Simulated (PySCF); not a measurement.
Excitation energies in several basis sets

CH8GeO2Si.
SMILES: `CO[SiH2][O][GeH3]`

TDDFT with PBE0 (PySCF), vertical singlets, core orbitals frozen in the response, spherical d and f functions. Geometry: PBE0-D3(BJ)/def2-SVP, one conformer, isolated molecule. Relativistic effects, spin–orbit coupling among them, are left out although an element past zinc is present.

```tsv
basis	functions	diffuse	S1 (eV)	S2 (eV)	S3 (eV)	S4 (eV)	S5 (eV)	LUMO (eV)	α (au)
6-31G*	108	no	6.82	7.23	7.65	7.69	7.98	0.30	60.9
def2-SVP	132	no	7.02	7.46	7.81	7.84	8.19	0.44	65.0
def2-SVPD	192	yes	6.69	7.09	7.25	7.56	7.66	-0.08	75.9
aug-cc-pVDZ	204	yes	6.45	6.76	6.98	7.26	7.34	-0.35	77.6
def2-TZVP	226	no	6.77	7.22	7.39	7.66	7.92	0.09	72.6
def2-TZVPD	286	yes	6.59	6.93	7.12	7.46	7.52	-0.20	76.9
```

Q: How much do these states and the polarisability depend on the basis?

A: States are compared by their number. Against the largest diffuse basis here (def2-TZVPD, itself not a converged limit), sets without diffuse functions differ by up to 0.43 eV in S1 and 0.67 eV in S5; the smaller diffuse sets differ by up to 0.14 and 0.18 eV. State by state, the largest deviation of a set without diffuse functions is S1 0.43, S2 0.53, S3 0.69, S4 0.38, S5 0.67 eV. The same number needn't mean the same state in each row. Against def2-TZVPD the polarisability deviates by -21% in 6-31G*, -15% in def2-SVP, -1% in def2-SVPD, +1% in aug-cc-pVDZ, -6% in def2-TZVP.

Without π bonds the low states are Rydberg-like; a valence basis with one diffuse set may place them up to an eV too high.
